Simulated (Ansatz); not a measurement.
Program: Ansatz. Geometries: PBE0-D4/def2-TZVP. ΔE: electronic, gas phase. CBS: MP2 limit from def2 TZ/QZ plus the TZ coupled-cluster correction, frozen cores. Functionals use def2-TZVPP. B3LYP here is the variant with VWN-RPA as its local correlation; programs differ in this. One conformer a species, not always the lowest.

Reaction (substitution at a C–Si bond): `C[SiH](N)CS` + `N=CBO` → `OB/C=N/CS` + `C[SiH2]N`

`C[SiH](N)CS`:

Cartesian coordinates in Å:
```
C -0.691 -1.299 -1.000
Si 0.017 0.365 -0.559
N 1.703 0.161 -0.248
C -0.773 1.067 0.994
S -0.451 0.030 2.444
H -1.759 -1.215 -1.216
H -0.205 -1.714 -1.887
H -0.567 -2.000 -0.172
H -0.266 1.345 -1.655
H 2.298 0.964 -0.115
H 2.203 -0.573 -0.722
H -0.452 2.096 1.179
H -1.858 1.090 0.859
H 0.802 -0.320 2.097
```

`N=CBO`:

```xyz
8

N    -1.350   -0.021    0.089
C    -0.238    0.142    0.686
B     1.055   -0.018   -0.229
O     0.828   -0.305   -1.517
H    -2.156    0.088    0.704
H    -0.185    0.376    1.757
H     2.180    0.101    0.160
H    -0.134   -0.363   -1.651
```

`OB/C=N/CS`:

Cartesian coordinates in Å:
```
O 2.044 2.198 0.566
B 1.243 1.513 -0.280
C 0.276 0.460 0.355
N -0.517 -0.198 -0.390
C -1.382 -1.161 0.230
S -0.943 -2.849 -0.265
H 2.616 2.830 0.126
H 1.267 1.705 -1.463
H 0.284 0.288 1.446
H -1.326 -1.161 1.328
H -2.411 -0.960 -0.074
H -1.150 -2.665 -1.579
```

`C[SiH2]N`:

Cartesian coordinates in Å:
```
C 0.268 0.238 1.352
Si -0.457 -0.470 -0.221
N 0.130 0.189 -1.697
H -0.171 -0.247 2.229
H 0.073 1.311 1.429
H 1.350 0.087 1.391
H -1.929 -0.245 -0.201
H -0.171 -1.931 -0.254
H -0.145 1.110 -1.995
H 1.051 -0.041 -2.032
```

| level | ΔE (kJ/mol) | difference from CCSD(T)/CBS |
| --- | --- | --- |
| PBE-D4 | 62.3 | -3.8 |
| r2SCAN-D4 | 63.4 | -2.7 |
| PBE0-D4 | 64.9 | -1.2 |
| B3LYP-D4 | 60.1 | -6.0 |
| ωB97X-V | 63.3 | -2.8 |
| ωB97M-V | 68.6 | 2.5 |
| B2PLYP | 56.3 | -9.8 |
| PBE | 56.5 | -9.6 |
| r2SCAN | 62.1 | -4.0 |
| PBE0 | 59.8 | -6.3 |
| B3LYP | 50.6 | -15.5 |
| HF/def2-TZVPP | 45.3 | -20.8 |
| MP2/def2-TZVPP | 64.7 | -1.4 |
| SCS-MP2/def2-TZVPP | 58.7 | -7.4 |
| CCSD/def2-TZVPP | 62.1 | -4.0 |
| CCSD(T)/def2-TZVPP | 63.6 | -2.5 |
| HF/def2-QZVPP | 44.4 | -21.7 |
| MP2/def2-QZVPP | 65.9 | -0.2 |
| SCS-MP2/def2-QZVPP | 59.9 | -6.2 |
| HF/CBS(def2) | 44.3 | -21.8 |
| MP2/CBS(def2) | 67.3 | 1.2 |
| CCSD/CBS(def2) | 64.6 | -1.5 |
| CCSD(T)/CBS | 66.1 | 0 |

Largest T1 diagnostic among the species: 0.014.

In def2-TZVPP, CCSD(T) changes the Hartree–Fock value by +18.3 kJ/mol (the triples alone add +1.5 kJ/mol) and MP2 by +19.4 kJ/mol. The D4 term adds +9.5 kJ/mol with B3LYP and +5.1 kJ/mol with PBE0; it sums over pairs of atoms, weighted by their polarisabilities, and B3LYP, whose exchange is more repulsive, gets the larger term. From PBE to PBE0 (25 % exact exchange), in def2-TZVPP and without D4, ΔE moves by +3.4 kJ/mol.
